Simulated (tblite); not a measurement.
Compound: C5H8B2.
Atom-mapped SMILES: `[BH2:1][BH:2][C:3]1=[C:4]([CH:5]=[CH2:6])[CH2:7]1` (hydrogens: H8, H9 on B1; H10 on B2; H11 on C5; H12, H13 on C6; H14, H15 on C7)

Computed with GFN2-xTB (tblite), gas phase: L-BFGS steps from a force-field or distance-geometry start until the largest atomic force falls under 0.01 eV/Å.

Step 35: E = -465.1966 eV
```
atom  x, y, z in Å  |  force x, y, z in eV/Å
B1      3.1928   -0.9224   -0.4257    0.029  -0.208  -0.044
B2      1.8500   -0.3737   -1.1784   -0.469  -0.008  -0.045
C3      0.5250   -0.0240   -0.5416    0.118  -0.026   0.057
C4     -0.7818    0.1454   -0.3419    0.359  -0.398  -0.545
C5     -2.1186   -0.1865   -0.6337   -0.148   0.021  -0.046
C6     -3.1080    0.3793    0.0580    0.109   0.000  -0.109
C7      0.0465    0.7700    0.6880    0.323  -0.063  -0.105
H8      3.6482   -1.9891   -0.7291   -0.056   0.531   0.437
H9      3.7522   -0.2020    0.3358    0.093  -0.405  -0.277
H10     1.9457   -0.1853   -2.3430   -0.058   0.162   0.058
H11    -2.3060   -0.8684   -1.4478    0.002  -0.126  -0.063
H12    -4.1423    0.1934   -0.1238   -0.284  -0.092  -0.096
H13    -2.8570    1.0896    0.8149   -0.070   0.200   0.355
H14     0.2549    1.8131    0.6614    0.044   0.752  -0.033
H15     0.0936    0.3685    1.6794    0.006  -0.341   0.455
```

Step 36: E = -465.2141 eV
```
atom  x, y, z in Å  |  force x, y, z in eV/Å
B1      3.1978   -0.9065   -0.4381   -0.094  -0.432  -0.293
B2      1.8352   -0.3772   -1.2025    0.000  -0.216   0.212
C3      0.5494   -0.0028   -0.5273   -0.140  -0.004   0.165
C4     -0.7641    0.1331   -0.3538    0.279  -0.096  -0.108
C5     -2.1075   -0.1883   -0.6429   -0.074   0.069   0.002
C6     -3.0902    0.3918    0.0534    0.055   0.051   0.023
C7      0.0510    0.7762    0.6971    0.053   0.021  -0.044
H8      3.7403   -1.9235   -0.7564   -0.227   0.377   0.302
H9      3.7027   -0.2643    0.3923    0.252   0.071   0.052
H10     1.8551   -0.2691   -2.3643    0.007   0.224  -0.314
H11    -2.2887   -0.8720   -1.4619   -0.073  -0.022   0.036
H12    -4.1357    0.2148   -0.1302    0.045  -0.015  -0.028
H13    -2.8293    1.0960    0.8324   -0.165  -0.109  -0.037
H14     0.2099    1.8439    0.6780    0.025   0.149   0.021
H15     0.0696    0.3560    1.6969    0.058  -0.068   0.011
```

Step 37: E = -465.2401 eV
```
atom  x, y, z in Å  |  force x, y, z in eV/Å
B1      3.1824   -0.9288   -0.4286   -0.041   0.331   0.112
B2      1.8317   -0.3897   -1.1876    0.036  -0.067  -0.185
C3      0.5381   -0.0185   -0.5315    0.034  -0.009   0.054
C4     -0.7679    0.1349   -0.3513    0.045  -0.068  -0.071
C5     -2.1141   -0.1844   -0.6366   -0.007   0.047  -0.032
C6     -3.1028    0.3901    0.0535    0.040   0.012   0.015
C7      0.0616    0.7743    0.6912   -0.003   0.029   0.029
H8      3.6866   -1.9371   -0.7387    0.087  -0.097   0.229
H9      3.7373   -0.2306    0.3597   -0.018  -0.306  -0.305
H10     1.9100   -0.2187   -2.3595   -0.056   0.139   0.129
H11    -2.2859   -0.8703   -1.4555   -0.104  -0.037   0.028
H12    -4.1458    0.1994   -0.1284    0.034  -0.011  -0.049
H13    -2.8535    1.0961    0.8314   -0.130  -0.055   0.020
H14     0.2328    1.8413    0.6635    0.024   0.091   0.051
H15     0.0850    0.3499    1.6909    0.060   0.001  -0.023
```

Step 38: E = -465.2587 eV
```
atom  x, y, z in Å  |  force x, y, z in eV/Å
B1      3.1877   -0.9164   -0.4287    0.029  -0.039   0.038
B2      1.8553   -0.3615   -1.1843   -0.322  -0.070  -0.140
C3      0.5271   -0.0577   -0.5361    0.220   0.128  -0.052
C4     -0.7741    0.1315   -0.3490    0.071  -0.088  -0.149
C5     -2.1267   -0.1813   -0.6285    0.016   0.012  -0.085
C6     -3.1261    0.3866    0.0500    0.070  -0.059   0.018
C7      0.0790    0.7667    0.6783   -0.052   0.009   0.020
H8      3.6086   -1.9941   -0.6732    0.036   0.216   0.266
H9      3.7938   -0.2085    0.3019    0.037  -0.284  -0.201
H10     1.9564   -0.1397   -2.3467   -0.095   0.121   0.155
H11    -2.3081   -0.8681   -1.4447   -0.028  -0.060   0.008
H12    -4.1667    0.1803   -0.1275    0.044  -0.017  -0.100
H13    -2.8918    1.0871    0.8293   -0.078   0.102   0.166
H14     0.2875    1.8267    0.6516   -0.033   0.118  -0.041
H15     0.0936    0.3564    1.6801    0.085  -0.089   0.097
```

**Question.** Estimate the geometry and energy of step 39. (The exact step hangs on the optimiser's Hessian estimate; all steps are aligned on step 38, rigid shifts and turns removed.)

**Answer.** E = -465.2689 eV, largest force 0.220 eV/Å
```
atom  x, y, z in Å  |  force x, y, z in eV/Å
B1      3.1873   -0.9153   -0.4319   -0.050  -0.017  -0.002
B2      1.8522   -0.3611   -1.1891   -0.152  -0.129  -0.070
C3      0.5340   -0.0548   -0.5330    0.070   0.152  -0.013
C4     -0.7692    0.1276   -0.3526    0.025  -0.012  -0.055
C5     -2.1251   -0.1817   -0.6308    0.052   0.023  -0.058
C6     -3.1238    0.3887    0.0483    0.071  -0.046   0.065
C7      0.0810    0.7685    0.6794   -0.113  -0.005   0.022
H8      3.6189   -1.9842   -0.6676    0.037   0.078   0.202
H9      3.7909   -0.2209    0.3031    0.082  -0.149  -0.117
H10     1.9431   -0.1454   -2.3481   -0.079   0.139   0.046
H11    -2.3095   -0.8697   -1.4462   -0.022  -0.038   0.020
H12    -4.1666    0.1821   -0.1293    0.115   0.001  -0.091
H13    -2.8903    1.0874    0.8336   -0.090   0.037   0.075
H14     0.2819    1.8335    0.6543   -0.042  -0.006  -0.035
H15     0.0907    0.3533    1.6824    0.095  -0.027   0.011
```

The energy changes by -0.0102 eV. The first-order estimate −F·Δx gives -0.0141 eV and the mean of the old and new forces, exact on a quadratic surface, -0.0102 eV. The step makes an angle of 55° with the force vector and moves no atom by more than 0.015 Å.

What follows is the cost of the whole relaxation. On one thread of an Arm Neoverse N1, shared host with 64 logical CPUs at a one-minute load of 60, this took 1.1 s.
